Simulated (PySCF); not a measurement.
Harmonic spectrum computed at PBE0 in the def2-TZVP basis family (core potentials from Rb on, PySCF, no spin–orbit coupling):

| symmetry | ω (cm⁻¹) | IR (km/mol) |
| --- | --- | --- |
| a | 226 | 6.6 |
| a | 357 | 112 |
| a | 598 | 73.3 |
| a | 833 | 46.8 |
| a | 1047 | 51.0 |
| a | 3819 | 108 |

Task: Which molecule gave it? In each, all ligands are bound to the one heavy central atom.
A. HIO₂ (singlet)
B. HPO₂ (singlet)
C. HNbO₂ (singlet)
D. HVO₂ (singlet)

Result: A. It has C1 symmetry with I–O 1.802 Å, I–O 1.959 Å, O–H 0.965 Å.
